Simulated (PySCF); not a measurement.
# Spin-orbit coupling and the fourth ionisation energy along the 4d series

Two-component X2C-1e calculated with PySCF 2.14: MP2 on generalised Hartree-Fock spinors (GMP2), with spin-orbit coupling off and on (screened by Boettger's factors); no Breit or QED terms. Values in eV; the references (NIST) lie between the lowest levels. Elements whose determinants are no pure J levels are left out.

| element | configurations | spin-free | with spin-orbit | shift | reference |
| --- | --- | --- | --- | --- | --- |
| Zr (x2c-QZVPPall-2c, [Ar] 3d10 frozen) | [Kr] 4d1 → [Kr] | 34.038 | 34.145 | 0.107 | 34.418 |
| Rh (x2c-QZVPPall-2c, [Ar] 3d10 frozen) | [Kr] 4d6 → [Kr] 4d5 | 44.149 | 44.330 | 0.181 | 42 ± 1.7 (t) |
| Pd (x2c-QZVPPall-2c, [Ar] 3d10 frozen) | [Kr] 4d7 → [Kr] 4d6 | 47.573 | 47.651 | 0.078 | 46 ± 1.7 (t) |
| Ag (x2c-QZVPPall-2c, [Ar] 3d10 frozen) | [Kr] 4d8 → [Kr] 4d7 | 50.148 | 50.054 | -0.094 | 49 ± 1.7 (t) |
| Cd (x2c-QZVPPall-2c, [Ar] 3d10 frozen) | [Kr] 4d9 → [Kr] 4d8 | 52.736 | 52.513 | -0.223 | 51 ± 1.7 (t) |

The largest shift is at Cd, -0.223 eV, where spin-orbit coupling lowers the species with fewer electrons by more than the one with more (starting occupations 4d3/2^4 4d5/2^5 and 4d3/2^4 4d5/2^4).

What remains against the references is mostly the basis and correlation beyond MP2. References marked (s) are semi-empirical, (t) theoretical.
